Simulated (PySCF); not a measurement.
Ionisation energy along the 13-electron series

Calculated with PySCF 2.14 and a two-component X2C-1e Hamiltonian (Gaussian nucleus, no Breit or QED terms), each ion in its own even-tempered basis scaled to its charge; GMP2 freezes 1s2 and drops the highest virtual spinors. Values in eV. NIST values: (m) measured, (s) semi-empirical, (t) theoretical.

| ion | configuration | GHF (spin-free) | GMP2 (spin-free) | GHF (screened spin-orbit) | GMP2 (screened spin-orbit) | NIST |
| --- | --- | --- | --- | --- | --- | --- |
| Eu⁵⁰⁺ | [Ne] 3s2 3p1 | 4396.7 | 4397.2 | 4517.7 | 4517.9 | 4513 ± 4 (t) |
| Tb⁵²⁺ | [Ne] 3s2 3p1 | 4742.0 | 4742.4 | 4882.4 | 4882.5 | 4877 ± 4 (t) |

Q: Fill in the row of Gd⁵¹⁺.

A: configuration: [Ne] 3s2 3p1; GHF (spin-free): 4567.7; GMP2 (spin-free): 4568.2; GHF (screened spin-orbit): 4698.1; GMP2 (screened spin-orbit): 4698.3; NIST: 4693 ± 4 (t).
